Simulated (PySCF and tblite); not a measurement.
C₉H₁₂, numbered as in [CH3:1][CH2:2][CH2:3][c:4]1[cH:5][cH:6][cH:7][cH:8][cH:9]1.

Geometries GFN2-xTB; weights from PBE0-D3(BJ)/def2-SVP (IEF-PCM, chloroform) energies and GFN2-xTB thermal corrections, with symmetry numbers and mirror pairs. Conformers within 3 kcal/mol (GFN2-xTB free energy) were kept, 4 at most. GIAO shieldings: mPW1PW91/pcSseg-1 (IEF-PCM, chloroform). Shifts are against TMS (¹H), TMS (¹³C) at the same level. Programs: PySCF with density fitting and tblite.

Torsions listed: C1–C2–C3–C4, C2–C3–C4–C5. Of a mirror pair one member is shown.

| conformer | shape | weight % | dipole D |
| --- | --- | --- | --- |
| 1 | 64°, 76° | 58.3 | 0.49 |
| 2 | 180°, -89° | 41.7 | 0.55 |

(1) How do the computed shifts compare with measured ones?

## Answers

(1) 
```
nucleus  signal  leading conformer  average  measured                                          medium
     ¹H      H1               0.74     0.91      0.95  not stated per compound (mostly CDCl3 or CCl4)
     ¹H      H2               1.62     1.56      1.65  not stated per compound (mostly CDCl3 or CCl4)
     ¹H      H3               2.73     2.66      2.59  not stated per compound (mostly CDCl3 or CCl4)
    ¹³C      C1               14.5     16.0      13.8  not stated per compound (mostly CDCl3 or CCl4)
    ¹³C      C2               30.2     32.3      24.8  not stated per compound (mostly CDCl3 or CCl4)
    ¹³C      C3               41.8     42.9      38.3  not stated per compound (mostly CDCl3 or CCl4)
```

Measured values: Pretsch, Buehlmann, Badertscher, Structure Determination of Organic Compounds, 4th ed. (2009). Mean difference for ¹H: -0.02 ppm, scatter 0.07 ppm. Mean difference for ¹³C: 4.77 ppm, scatter 2.17 ppm. The computed shifts are unscaled and lack vibrational corrections.
